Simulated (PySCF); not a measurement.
**Two-component Hartree-Fock for La²⁸⁺ (lanthanum, charge +28)**

Start: [Ar] 3d10 4s1; 4s1/2 filled at m_j = +1/2. Calculated with PySCF 2.14 in an uncontracted even-tempered set (17 s from 2.4 bohr⁻², ratio 2.8; 13 p from 3.1 bohr⁻², ratio 2.8; 8 d from 5.6 bohr⁻², ratio 2.8; 4 f from 13 bohr⁻², ratio 3): generalised Hartree-Fock with the X2C-1e Hamiltonian and a Gaussian nucleus; one run each with spin-orbit coupling (SO) switched off, then screened by Boettger's factors.

```tsv
spinor shell	electrons	ε, spin-free (eV)	ε, screened SO (eV)	weight of nominal j (screened SO)	rms radius, screened SO (bohr)
1s1/2	2	-40090.9	-40086.3	1.000	0.0286
2s1/2	2	-7276.8	-7275.5	1.000	0.116
2p1/2	2	-6616.8	-6907.1	1.000	0.0998
2p3/2	4	-6616.8	-6488.6	1.000	0.105
3s1/2	2	-2281.4	-2281.1	1.000	0.299
3p1/2	2	-2064.6	-2124.8	1.000	0.291
3p3/2	4	-2064.6	-2037.8	1.000	0.302
3d3/2	4	-1762.8	-1773.8	0.999	0.271
3d5/2	6	-1762.8	-1755.2	1.000	0.274
4s1/2	1	-1030.2	-1030.1	1.000	0.644
```

| quantity | spin-free | screened SO |
| --- | --- | --- |
| E (hartree) | -8090.44825 | -8093.79192 |
| M_J | 1/2 | 1/2 |
| ⟨J²⟩ | 0.750 | 0.750 |
| ⟨L²⟩ | 0.000 | 0.020 |
| ⟨S²⟩ | 0.750 | 0.770 |

Each row is a mean over spinors that exchange with the open shell spreads, by up to 3.928 eV (3s1/2).

Breit and QED terms are absent; they matter most for the inner s and p1/2 levels.

Densities and radii are taken from the X2C orbitals without a picture-change correction, which distorts them close to the nucleus.

Without spin-orbit coupling the j labels of p, d and f shells carry no meaning; the spin-free column gives the mean over the occupied spinors of each nl shell.
